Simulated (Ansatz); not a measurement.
Basis-set extrapolation for `CB/C=C/Cl` (PBE0-D4/def2-TZVP geometry, frozen core, Ansatz). Multiplicity 1, RHF reference.

|  | def2-TZVPP | def2-QZVPP |
| --- | --- | --- |
| HF | -601.326238 | -601.345427 |
| MP2 correlation | -0.784632 | -0.841680 |
| CCSD(T) correlation | -0.874064 | not run |

Energies in hartree. Use E(X) = E(∞) + A·exp(−7.88·√X) for Hartree–Fock and E(X) = E(∞) + B·X^(−2.97) for correlation, with X = 3 and 4, and add CCSD(T) minus MP2 of the smaller set to the MP2 limit.

Task: What is the CCSD(T) energy at the basis-set limit?

Result: HF limit: -601.345427 + (-0.019189) × 0.13774 = -601.34807. MP2 limit: -0.841680 + (-0.057048) × 0.74074 = -0.88394. Higher-order term: -0.874064 − (-0.784632) = -0.08943. Total: -602.32144 hartree, 318.0 kJ/mol below CCSD(T)/def2-TZVPP.
